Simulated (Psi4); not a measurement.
hydrogen cyanide (CHN), singlet, geometry from GFN2-xTB; CCSD(T)/cc-pVDZ (Psi4).

Input for Psi4:
```
memory 2 GB

molecule mol {
0 1
C    -0.000000   -0.000000   -0.493219
N     0.000000    0.000000    0.644429
H    -0.000000   -0.000000   -1.551687
}

set {
  basis cc-pvdz
  reference rhf
  puream false
}

energy('ccsd(t)')
print_variables()
```

Task: Write the output that Psi4 gives for this input, abridged.

Result: 
```
   => Loading Basis Set <=

    Name: CC-PVDZ
    Role: ORBITAL
    Keyword: BASIS

         ---------------------------------------------------------
                                   SCF
               by Justin Turney, Rob Parrish, Andy Simmonett
                          and Daniel G. A. Smith
                              RHF Reference
         ---------------------------------------------------------

  ==> Geometry <==

    Molecular point group: c2v
    Full point group: C_inf_v

    Geometry (in Angstrom), charge = 0, multiplicity = 1:

       Center              X                  Y                   Z               Mass
    ------------   -----------------  -----------------  -----------------  -----------------
         C            0.000000000000     0.000000000000    -0.550289665242    12.000000000000
         N            0.000000000000     0.000000000000     0.587358334758    14.003074004430
         H            0.000000000000     0.000000000000    -1.608757665242     1.007825032230

  Running in c2v symmetry.

  Rotational constants: A = ************  B =      1.52240  C =      1.52240 [cm^-1]
  Rotational constants: A = ************  B =  45640.26390  C =  45640.26390 [MHz]
  Nuclear repulsion =   24.222710578187726

  Charge       = 0
  Multiplicity = 1
  Electrons    = 14
  Nalpha       = 7
  Nbeta        = 7

  ==> Algorithm <==

  SCF Algorithm Type is PK.
  DIIS enabled.
  MOM disabled.
  Fractional occupation disabled.
  Guess Type is SAD.
  Energy threshold   = 1.00e-08
  Density threshold  = 1.00e-08
  Integral threshold = 1.00e-12

  ==> Primary Basis <==

  Basis Set: CC-PVDZ
    Blend: CC-PVDZ
    Number of shells: 15
    Number of basis functions: 35
    Number of Cartesian functions: 35
    Spherical Harmonics?: false
    Max angular momentum: 2

  ==> Integral Setup <==

  Using in-core PK algorithm.
   Calculation information:
      Number of atoms:                   3
      Number of AO shells:              15
      Number of primitives:             49
      Number of atomic orbitals:        35
      Number of basis functions:        35

      Integral cutoff                 1.00e-12
      Number of threads:                 1

  Performing in-core PK
  Using 397530 doubles for integral storage.
  We computed 7260 shell quartets total.
  Whereas there are 7260 unique shell quartets.

  ==> DiskJK: Disk-Based J/K Matrices <==

    J tasked:                  Yes
    K tasked:                  Yes
    wK tasked:                  No
    Schwarz Cutoff:          1E-12

  Minimum eigenvalue in the overlap matrix is 4.5799194399E-03.
  Reciprocal condition number of the overlap matrix is 8.0974812107E-04.
    Using symmetric orthogonalization.

  ==> Pre-Iterations <==

  SCF Guess: Superposition of Atomic Densities via on-the-fly atomic UHF (no occupation information).

   -------------------------
    Irrep   Nso     Nmo
   -------------------------
     A1        19      19
     A2         2       2
     B1         7       7
     B2         7       7
   -------------------------
    Total      35      35
   -------------------------

  ==> Iterations <==

                        Total Energy        Delta E     RMS |[F,P]|

   @RHF iter SAD:   -91.99805617746584   -9.19981e+01   0.00000e+00
   @RHF iter   1:   -92.83485598087319   -8.36800e-01   1.45039e-02 ADIIS/DIIS
   @RHF iter   2:   -92.85211267383410   -1.72567e-02   1.30513e-02 ADIIS/DIIS
   @RHF iter   3:   -92.88421245727380   -3.20998e-02   8.19044e-04 ADIIS/DIIS
   @RHF iter   4:   -92.88446901727110   -2.56560e-04   2.72051e-04 ADIIS/DIIS
   @RHF iter   5:   -92.88449246002074   -2.34427e-05   6.51407e-05 DIIS
   @RHF iter   6:   -92.88449441526288   -1.95524e-06   1.50948e-05 DIIS
   @RHF iter   7:   -92.88449447900538   -6.37425e-08   2.69611e-06 DIIS
   @RHF iter   8:   -92.88449448095311   -1.94773e-09   2.44116e-07 DIIS
   @RHF iter   9:   -92.88449448097627   -2.31637e-11   1.99376e-08 DIIS
   @RHF iter  10:   -92.88449448097634   -7.10543e-14   2.78383e-09 DIIS
  Energy and wave function converged.

  ==> Post-Iterations <==

    Orbital Energies [Eh]
    ---------------------

    Doubly Occupied:

[...]
       1B2    -0.497126

    Virtual:

[...]
      19A1     4.690251

    Final Occupation by Irrep:
             A1    A2    B1    B2
    DOCC [     5,    0,    1,    1 ]
    NA   [     5,    0,    1,    1 ]
    NB   [     5,    0,    1,    1 ]

  @RHF Final Energy:   -92.88449448097634

   => Energetics <=

    Nuclear Repulsion Energy =             24.2227105781877263
    One-Electron Energy =                -173.1833803564126697
    Two-Electron Energy =                  56.0761752972485894
    Total Energy =                        -92.8844944809763433

Computation Completed

Properties will be evaluated at   0.000000,   0.000000,   0.000000 [a0]

Properties computed using the SCF density matrix

 Multipole Moments:

 ------------------------------------------------------------------------------------
     Multipole            Electronic (a.u.)      Nuclear  (a.u.)        Total (a.u.)
 ------------------------------------------------------------------------------------

 L = 1.  Multiply by 2.5417464519 to convert [e a0] to [Debye]
 Dipole X            :          0.0000000            0.0000000            0.0000000
 Dipole Y            :          0.0000000            0.0000000            0.0000000
 Dipole Z            :          0.2802064           -1.5098672           -1.2296608
 Magnitude           :                                                    1.2296608

 ------------------------------------------------------------------------------------

 MINTS: Wrapper to libmints.
   by Justin Turney

   Calculation information:
      Number of threads:                 1
      Number of atoms:                   3
      Number of AO shells:              15
      Number of SO shells:              15
      Number of primitives:             49
      Number of atomic orbitals:        35
[...]
	Size of irrep 3 of tijab amplitudes:       0.002 (MW) /      0.015 (MB)
	Total:                                     0.011 (MW) /      0.092 (MB)

	Nuclear Rep. energy          =     24.22271057818773
	SCF energy                   =    -92.88449448097634
	One-electron energy          =   -173.18338036303049
	Two-electron energy          =     56.07617530386638
	Reference energy             =    -92.88449448097639

            **************************
            *                        *
            *        CCENERGY        *
            *                        *
            **************************

    Nuclear Rep. energy (wfn)     =   24.222710578187726
    SCF energy          (wfn)     =  -92.884494480976343
    Reference energy    (file100) =  -92.884494480976386

    Input parameters:
    -----------------
    Wave function   =     CCSD_T
    Reference wfn   =     RHF
    Brueckner       =     No
    Maxiter         =     50
    R_Convergence   =     1.0e-07
    E_Convergence   =     1.0e-06
    Restart         =     Yes
    DIIS            =     Yes
    AO Basis        =     NONE
    ABCD            =     NEW
    Cache Level     =     2
    Cache Type      =     LOW
    Print Level     =     1
    Num. of threads =     1
    # Amps to Print =     10
    Print MP2 Amps? =     No
    Analyze T2 Amps =     No
    Print Pair Ener =     No
    Local CC        =     No
    SCS-MP2         =     False
    SCSN-MP2        =     False
    SCS-CCSD        =     False

MP2 correlation energy -0.2920071342537745
                Solving CC Amplitude Equations
                ------------------------------
  Iter             Energy              RMS        T1Diag      D1Diag    New D1Diag    D2Diag
  ----     ---------------------    ---------   ----------  ----------  ----------   --------
     0        -0.292007134253775    0.000e+00    0.000000    0.000000    0.000000    0.157190
     1        -0.288152991836728    5.415e-02    0.009449    0.022590    0.022590    0.155359
     2        -0.297860255850571    2.205e-02    0.009704    0.023061    0.023061    0.165806
     3        -0.300385360621874    9.200e-03    0.011135    0.026032    0.026032    0.171752
     4        -0.300589190431513    2.664e-03    0.011176    0.026124    0.026124    0.173327
     5        -0.300702755982545    8.993e-04    0.011206    0.026115    0.026115    0.173929
     6        -0.300703769238351    1.832e-04    0.011194    0.026089    0.026089    0.173981
     7        -0.300704895993850    3.822e-05    0.011191    0.026084    0.026084    0.173985
     8        -0.300705643575310    1.097e-05    0.011191    0.026084    0.026084    0.173988
     9        -0.300705504621619    2.760e-06    0.011191    0.026083    0.026083    0.173988
    10        -0.300705493229384    7.679e-07    0.011191    0.026083    0.026083    0.173988
    11        -0.300705517208182    2.738e-07    0.011191    0.026083    0.026083    0.173988
    12        -0.300705516649210    8.713e-08    0.011191    0.026083    0.026083    0.173988

    Iterations converged.

    Largest TIA Amplitudes:
              5  17         0.0162754108
              6  23         0.0162754108
              4   0         0.0134565363
              5  19        -0.0116927772
              6  25        -0.0116927772
              5  18        -0.0109378701
              6  24        -0.0109378701
              5  20         0.0098942339
              6  26         0.0098942339
              4   2         0.0092758423

    Largest TIjAb Amplitudes:
      5   5  16  16        -0.0983092809
      6   6  22  22        -0.0983092809
      5   6  16  22        -0.0612170767
      6   5  22  16        -0.0612170767
      5   5  16  18        -0.0296971094
      5   5  18  16        -0.0296971094
      6   6  22  24        -0.0296971094
      6   6  24  22        -0.0296971094
      3   3   0   0        -0.0285125664
      5   5  17  17        -0.0282519431

    SCF energy       (wfn)                    =  -92.884494480976343
    Reference energy (file100)                =  -92.884494480976386

    Opposite-spin MP2 correlation energy      =   -0.217576894104861
    Same-spin MP2 correlation energy          =   -0.074430240148913
    Singles MP2 correlation energy            =   -0.000000000000000
    MP2 correlation energy                    =   -0.292007134253775
      * MP2 total energy                      =  -93.176501615230165

    Opposite-spin CCSD correlation energy     =   -0.238703069968030
    Same-spin CCSD correlation energy         =   -0.062002446681180
    Singles CCSD correlation energy           =    0.000000000000000
    CCSD correlation energy                   =   -0.300705516649210
      * CCSD total energy                     =  -93.185199997625602

            **************************
            *                        *
            *        CCTRIPLES       *
            *                        *
            **************************

    Wave function   =    CCSD_T
    Reference wfn   =      RHF

    Nuclear Rep. energy (wfn)                =   24.222710578187726
    SCF energy          (wfn)                =  -92.884494480976343
    Reference energy    (file100)            =  -92.884494480976386
    CCSD energy         (file100)            =   -0.300705516649210
    Total CCSD energy   (file100)            =  -93.185199997625602

    Number of ijk index combinations:               84
    Approx. words needed per explicit thread:           10976
    Number of threads for explicit ijk threading:    1

    MKL num_threads set to 1 for explicit threading.

    (T) energy                                =   -0.011939164860456
      * CCSD(T) total energy                  =  -93.197139162486053

  Variable Map:
  ----------------------------------------------------------------------------
[...]
  Array Variable Map:
  ----------------------------------------------------------------------------
[...]
[...]
```
